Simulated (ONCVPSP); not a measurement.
# Cu: ONCV pseudisation with Wu-Cohen, scalar-relativistic reference atom.

* Element: Cu (Z = 29)
* Generator: ONCVPSP 4.0.1
* Type: optimised norm-conserving Vanderbilt (ONCV)
* Functional: Wu-Cohen
* Relativity: scalar-relativistic
* Frozen core: [Ne]
* Valence charge: 19
* Reference configuration: 3s2 3p6 3d10 4p1
* Partial waves: 3s: rc 1.02 bohr, ncon 4, nbas 7, qcut 12.1 1/bohr, local; 3p+4p: rc 1.06 bohr, ncon 5, nbas 8, qcut 13.5 1/bohr, 2 projectors; 3d: rc 1.10 bohr, ncon 3, nbas 8, qcut 14.1 1/bohr, 1 projector
* Local potential: the s channel
* Core correction: Teter function, fcfact 5, rcfact 1.1

* Cutoffs needed: 77 Ha and 87 Ha (the cutoffs (Ha) at which the residual kinetic energy of the hardest occupied pseudo-wave falls to 1 and 0.1 mHa per electron)
* Ghost test: no bound ghost flagged; no localised positive-energy state flagged
* Largest excitation error: +286 meV (all-electron minus pseudo) for 3s2 3p6 3d10 4s1 4p0, out of 4 test configurations
* rms error of d²Exc/dni dnj: 1.66 mHa without and 1.35 mHa with the model core
